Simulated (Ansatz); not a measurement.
`CCCCCCCCCC` was relaxed with PBE-D4 (def2-SVP) in Ansatz in these states: charge +1 doublet, neutral singlet. The geometries follow in no particular order.

A:

```tsv
atom	x (Å)	y (Å)	z (Å)
C1	-2.279	-4.344	-2.201
C2	-1.689	-2.944	-2.020
C3	-1.359	-2.602	-0.564
C4	-0.771	-1.202	-0.371
C5	-0.434	-0.875	1.088
C6	0.086	0.549	1.328
C7	1.431	0.859	0.657
C8	2.031	2.222	1.028
C9	1.214	3.436	0.569
C10	1.885	4.771	0.895
H11	-1.578	-5.126	-1.842
H12	-2.507	-4.561	-3.264
H13	-3.222	-4.461	-1.626
H14	-2.397	-2.185	-2.421
H15	-0.767	-2.844	-2.635
H16	-0.647	-3.359	-0.161
H17	-2.280	-2.704	0.056
H18	0.140	-1.103	-1.003
H19	-1.488	-0.443	-0.760
H20	0.318	-1.608	1.462
H21	-1.343	-1.036	1.709
H22	-0.683	1.276	0.985
H23	0.189	0.715	2.424
H24	1.324	0.801	-0.449
H25	2.156	0.060	0.931
H26	3.053	2.296	0.594
H27	2.171	2.274	2.133
H28	1.040	3.361	-0.528
H29	0.205	3.407	1.035
H30	2.880	4.852	0.409
H31	1.276	5.633	0.554
H32	2.044	4.886	1.988
```

B:

Cartesian coordinates in Å:
```
C 4.044 2.744 2.161
C 2.610 2.417 1.764
C 2.636 1.227 0.721
C 1.200 0.879 0.349
C 1.214 -0.369 -0.602
C -0.227 -0.733 -0.992
C -1.137 -1.276 0.098
C -2.426 -1.991 -0.368
C -3.203 -1.272 -1.461
C -4.550 -1.895 -1.786
H 4.559 1.904 2.667
H 3.991 3.585 2.899
H 4.660 3.088 1.308
H 2.105 3.282 1.289
H 2.006 2.110 2.641
H 3.156 0.360 1.177
H 3.223 1.551 -0.162
H 0.592 0.613 1.240
H 0.703 1.736 -0.151
H 1.707 -1.228 -0.103
H 1.814 -0.112 -1.498
H -0.700 0.106 -1.542
H -0.065 -1.560 -1.741
H -1.475 -0.415 0.727
H -0.567 -1.968 0.753
H -3.094 -2.176 0.503
H -2.130 -3.015 -0.704
H -3.347 -0.190 -1.212
H -2.553 -1.226 -2.376
H -5.254 -1.847 -0.925
H -5.045 -1.362 -2.623
H -4.448 -2.968 -2.051
```

Judge from the bond lengths which geometry belongs to which state (an estimate).

A is the neutral singlet (C2–C3 1.532 Å, C4–C5 1.533 Å, C6–C7 1.534 Å); B is the charge +1 doublet (C2–C3 1.583 Å, C4–C5 1.569 Å, C6–C7 1.520 Å).
